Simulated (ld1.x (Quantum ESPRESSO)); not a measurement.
## Which change was made? (Cs, TM)

```
Element                 : Cs (Z = 55)
Generator               : ld1.x (Quantum ESPRESSO) 7.5
Type                    : norm-conserving Troullier–Martins (Kleinman–Bylander form)
Functional              : PBE
Relativity              : scalar-relativistic
Frozen core             : [Kr] 4d10 5s2
Valence charge          : 7
Reference configuration : 5p6 5d0 6s1 6p0
Partial waves           : 6s (bound): rc 4.10 bohr; 5d (bound, empty): rc 4.20 bohr; 5p (bound): rc 2.85 bohr
Local potential         : the p channel
Core correction         : none
```

Cutoffs, loose and tight: the cutoffs (Ry, on a coarse ladder) from which the occupation-weighted sum of valence levels, in a spherical-Bessel basis at the reference potential, stays within 10 and 1 mRy of its value at 400 Ry. They do not see the model core or the augmentation charge, which bear on the density cutoff. Test errors are all-electron minus pseudo excitation energies from the reference, over the configurations 5p6 5d0 6s0 6p0; 5p6 5d0 6s0.5 6p0; 5p6 5d0 6s0 6p1; 5p5 5d0 6s1 6p0; 5p6 5d0.5 6s0.5 6p0; 5p6 5d1 6s0 6p0; variants that change the core or the reference have their own tests. The largest error is taken over the tests solved by every variant that gives reliable tests at all, those not shown here included: 5p6 5d0 6s0 6p0; 5p6 5d0 6s0.5 6p0; 5p6 5d0.5 6s0.5 6p0; 5p6 5d1 6s0 6p0.

The base gives: outcome: generated; cutoff, loose: 12 Ry; cutoff, tight: 18 Ry; bound ghosts: s; largest test error (meV): +9.0.

(1) After one change the result is: outcome: generated; cutoff, loose: 21 Ry; cutoff, tight: 40 Ry; bound ghosts: s; largest test error (meV): +8.3. Which change was it?
A. all radii scaled by about 0.77 (s 3.16, p 2.20, d 3.22 bohr)
B. all radii scaled by about 0.87 (s 3.58, p 2.48, d 3.66 bohr)
C. all radii scaled by about 0.96 (s 3.94, p 2.74, d 4.04 bohr)

Results:

(1) A. The others give: all radii scaled by about 0.87 (s 3.58, p 2.48, d 3.66 bohr) → outcome: generated; cutoff, loose: 18 Ry; cutoff, tight: 30 Ry; bound ghosts: s; largest test error (meV): +8.5 | all radii scaled by about 0.96 (s 3.94, p 2.74, d 4.04 bohr) → outcome: generated; cutoff, loose: 15 Ry; cutoff, tight: 18 Ry; bound ghosts: s; largest test error (meV): +8.8.
